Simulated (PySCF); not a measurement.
AlI3, SMILES [I][Al]([I])[I]. Heavy atoms are numbered as in [Al:1]([I:2])([I:3])[I:4].

The structure is a stationary point at B3LYP-D3(BJ)/def2-SVP. The isomer is the one that the SMILES or the coordinates give; other isomers of the formula were not compared. The def2 effective core potentials stand for the cores of I; spin–orbit coupling is left out.

Calculation: B3LYP/def2-TZVP run with PySCF.

ESP charges are fitted to the potential on shells at 1.4 to 2.0 van der Waals radii. Atomic charges (e), one atom of each kind:

```csv
atom,Mulliken,ESP fit,Löwdin
Al1,0.39,0.29,-0.88
I2,-0.13,-0.09,0.29
```
